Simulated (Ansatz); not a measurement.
`C[SiH2]OB(O)O` + `CC[SeH]` → `CC[Se]B(O)O` + `C[SiH2]O`  (ligand exchange at a B–O bond)

Isolated molecules relaxed with PBE0-D4/def2-TZVP in Ansatz; ΔE leaves out vibrations. CCSD(T)/CBS adds triple-zeta CCSD(T) − MP2 to the extrapolated MP2 energy (def2 sets, frozen cores). This one scheme is used for every species. DFT in def2-TZVPP. B3LYP here is the variant with VWN-RPA as its local correlation; programs differ in this. For Se outer-core shells are correlated without core-valence functions, which leaves a few kJ/mol of doubt a bond. Scalar relativity is left out up to krypton. Each species was taken in one conformer, which may not be the lowest.

```json
{"level": "PBE0-D4", "ΔE (kJ/mol)": "71.3", "difference from CCSD(T)/CBS": "-2.0"}
{"level": "B3LYP-D4", "ΔE (kJ/mol)": "79.8", "difference from CCSD(T)/CBS": "6.5"}
{"level": "ωB97X-V", "ΔE (kJ/mol)": "77.1", "difference from CCSD(T)/CBS": "3.8"}
{"level": "ωB97M-V", "ΔE (kJ/mol)": "78.2", "difference from CCSD(T)/CBS": "4.9"}
{"level": "PBE", "ΔE (kJ/mol)": "66.5", "difference from CCSD(T)/CBS": "-6.8"}
{"level": "r2SCAN", "ΔE (kJ/mol)": "74.3", "difference from CCSD(T)/CBS": "1.0"}
{"level": "PBE0", "ΔE (kJ/mol)": "72.6", "difference from CCSD(T)/CBS": "-0.7"}
{"level": "HF/def2-TZVPP", "ΔE (kJ/mol)": "101.3", "difference from CCSD(T)/CBS": "28.0"}
{"level": "MP2/def2-TZVPP", "ΔE (kJ/mol)": "68.8", "difference from CCSD(T)/CBS": "-4.5"}
{"level": "SCS-MP2/def2-TZVPP", "ΔE (kJ/mol)": "75.3", "difference from CCSD(T)/CBS": "2.0"}
{"level": "CCSD(T)/def2-TZVPP", "ΔE (kJ/mol)": "76.0", "difference from CCSD(T)/CBS": "2.7"}
{"level": "HF/def2-QZVPP", "ΔE (kJ/mol)": "102.6", "difference from CCSD(T)/CBS": "29.3"}
{"level": "MP2/def2-QZVPP", "ΔE (kJ/mol)": "67.7", "difference from CCSD(T)/CBS": "-5.6"}
{"level": "SCS-MP2/def2-QZVPP", "ΔE (kJ/mol)": "74.5", "difference from CCSD(T)/CBS": "1.2"}
{"level": "MP2/CBS(def2)", "ΔE (kJ/mol)": "66.0", "difference from CCSD(T)/CBS": "-7.3"}
{"level": "CCSD/CBS(def2)", "ΔE (kJ/mol)": "77.9", "difference from CCSD(T)/CBS": "4.6"}
{"level": "CCSD(T)/CBS", "ΔE (kJ/mol)": "73.3", "difference from CCSD(T)/CBS": "0"}
```

Largest T1 diagnostic among the species: 0.011.

In def2-TZVPP, CCSD(T) changes the Hartree–Fock value by −25.3 kJ/mol (the triples alone add −4.6 kJ/mol) and MP2 by −32.5 kJ/mol. From PBE to PBE0 (25 % exact exchange), in def2-TZVPP and without D4, ΔE moves by +6.0 kJ/mol.
